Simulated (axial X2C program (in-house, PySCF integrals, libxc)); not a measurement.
GaGe: cheaper levels and CCSD(T), two-component

Computed with an in-house relativistic program for diatomic molecules. Two-component (2c) means X2C with spin–orbit coupling and atomic mean-field two-electron Coulomb and Gaunt terms. Basis: Ge dyall-cv3z [9s9p7d4f1g], Ga dyall-cv3z [9s9p7d4f1g] (cores contracted in-house); Gaussian nuclei, density fitting, unrestricted open shells. Masses: Ge 73.921 u, Ga 68.926 u.

State: Ω = 3/2 (⟨Sz⟩ = 1.50, ⟨Lz⟩ = 0.00 at HF); fragments Ge + Ga.

| level | Re (Å) | ωe (cm⁻¹) |
| --- | --- | --- |
| PBE0 | 2.468 | 218.1 |
| HF | 2.549 | 198.5 |
| MP2 | 2.489 | 221.0 |
| CCSD | 2.505 | 216.2 |
| BHandHLYP | 2.480 | 215.0 |

Correlated methods: 7 electrons correlated (number of frozen shells: Ge 3 s, 2 p, 1 d; Ga 3 s, 2 p, 1 d), 297 virtual spin orbitals or spinors in MP2, 90 natural virtuals in coupled cluster.

CCSD(T), same Hamiltonian and basis:

Re = 2.501 Å, ωe = 218.4 cm⁻¹; T1 = 0.029 (Lee–Taylor normalisation).

**Question.** Give the differences from CCSD(T) in the columns below.

**Answer.** 

```tsv
level	ΔRe (Å)	Δωe (cm⁻¹)
PBE0	-0.033	-0.3
HF	0.048	-19.9
MP2	-0.012	2.6
CCSD	0.004	-2.2
BHandHLYP	-0.021	-3.4
```

Occupations by symmetry block were frozen at the best pattern of an incomplete PBE0 search. De is not given where an atomic determinant may have missed its ground term or J level, or where the truncated virtual space spoils (T). Density functionals use the spin component along the axis (collinear). Coupled cluster ran in a truncated set of natural virtual spinors; the MP2 energy of the rest was added. (T) has no such correction and the atoms are truncated less, which lowers De at CCSD(T) by a hundredth of an eV or more. Other states lie close and PBE0, whose exact exchange favours high spin, may order them wrongly; the determinant shown need not be the ground state. The nearest other 2c determinant of the search, Ω = 1/2, lies 0.37 eV up at the distance of the search. Without a current term, density functionals place determinants with orbital angular momentum somewhat too high. With several unpaired electrons one determinant need not be a pure state. This is the top spin component of a Σ state; components of lower Ω are not single determinants and can lie lower. With the outer-core shells frozen, correlated bond lengths of heavy atoms tend to come out a few hundredths of an ångström too long.
